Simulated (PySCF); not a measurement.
Compound: C₃H₆ClFSi.
Numbering: `[F:1][Si@@H:2]1[CH2:3][CH2:4][C@H:5]1[Cl:6]` (hydrogens: H7 on Si2; H8, H9 on C3; H10, H11 on C4; H12 on C5)

Cartesian coordinates in Å at the PBE0-D3(BJ)/def2-SVP level; atoms count from 1:
```
atom  x, y, z in Å
F1     1.470    0.227    2.274
Si2    1.044   -0.162    0.755
C3     0.323    1.156   -0.372
C4    -0.680    0.063   -0.832
C5    -0.685   -0.843    0.425
Cl6   -1.009   -2.568    0.156
H7     2.144   -0.982    0.182
H8     0.926    1.621   -1.163
H9    -0.181    1.951    0.201
H10   -0.267   -0.508   -1.680
H11   -1.674    0.426   -1.133
H12   -1.414   -0.474    1.164
```

The closed-shell ground state was solved at several levels (PySCF, density fitting, gas phase, non-relativistic).

```
              level  basis functions  total energy (Eh)  HOMO (eV)  LUMO (eV)  gap (eV)  dipole (D)
        PBE0/6-31G*              104          -966.9615      -7.66       0.47      8.13        2.41
   LC-wPBE/pcSseg-1              146          -967.1218     -10.59       2.56     13.15        2.33
  LC-wPBE/def2-SVPD              182          -966.7936     -10.60       2.03     12.63        2.44
      PBE0/IGLO-III              288          -967.1188      -7.75       0.12      7.87        2.23
    PBE0/def2-TZVPD              294          -967.1204      -7.81      -0.14      7.67        2.37
 PBE0/6-311+G(2d,p)              214          -967.0932      -7.84      -0.16      7.68        2.41
         PBE0/6-31G               74          -966.8514      -7.86       0.41      8.27        2.78
     B97-2/pcSseg-1              146          -967.4344      -7.61       0.20      7.81        2.33
 CAM-B3LYP/pcSseg-1              146          -967.3917      -9.20       1.38     10.58        2.29
BHandHLYP/def2-SVPD              182          -967.0183      -9.10       0.81      9.91        2.46
      PBE/def2-SVPD              182          -966.5409      -6.57      -0.96      5.61        2.38
       PBE0/6-31+G*              128          -966.9734      -7.84      -0.11      7.73        2.49
```

What might OPBE/pcSseg-1 (146 basis functions) give for the same quantities?

Total energy -967.2932 Eh, HOMO -6.50 eV, LUMO -0.69 eV, gap 5.81 eV, dipole 2.28 D.

Over all these levels, which gives the widest orbital gap and which the narrowest?

LC-wPBE/pcSseg-1 (range-separated hybrid) has the widest, 13.15 eV, and PBE/def2-SVPD (GGA) the narrowest, 5.61 eV. Functional and basis both differ between the two, so the spread mixes both effects.

How much does the basis alone move the frontier levels among the 6 PBE0 rows?

The HOMO by 0.20 eV and the LUMO by 0.63 eV. By rising basis size (HOMO, LUMO in eV): 6-31G -7.86, 0.41; 6-31G* -7.66, 0.47; 6-31+G* -7.84, -0.11; 6-311+G(2d,p) -7.84, -0.16; IGLO-III -7.75, 0.12; def2-TZVPD -7.81, -0.14.

How far do the dipole and the HOMO energy spread over the levels?

The dipole runs from 2.23 to 2.78 D (mean 2.40 D) and the HOMO from -10.60 to -6.50 eV.

One conformer stands for the species.
